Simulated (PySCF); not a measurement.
Calculation: PBE-D3(BJ)/def2-TZVP in PySCF. Gas-phase values, no solvent. One relaxed conformer stands for a flexible species; it need not be the lowest. Excitations are Tamm–Dancoff values on a coarser integration grid. The basis has no diffuse functions, so Rydberg states are missing or too high.

Reference species (SMILES): `C1SC(=CS)S1` (H–S–C–C torsion 99°) (neutral, multiplicity 1).

```yaml
HOMO–LUMO gap: 2.99 eV
T1 excitation (TDA): 2.87 eV
LUMO: -2.26 eV
S1–T1 gap (TDA): 0.19 eV
```

After one change: the HOMO–LUMO gap falls by 1.12 eV; the T1 excitation (TDA) falls by 1.17 eV; the LUMO drops by 1.15 eV; the S1–T1 gap (TDA) increases by 0.09 eV.

Question: What was changed between the two runs? The new species is one of these.
(A) `SSC1=C[C@@H]1S`
(B) `S=C1C[C@@H](S)S1` (S–C–S–H torsion 58°)
(C) `S=C=CC(S)S`
(D) `S=CCSC=S`

Answer: C, `S=C=CC(S)S`
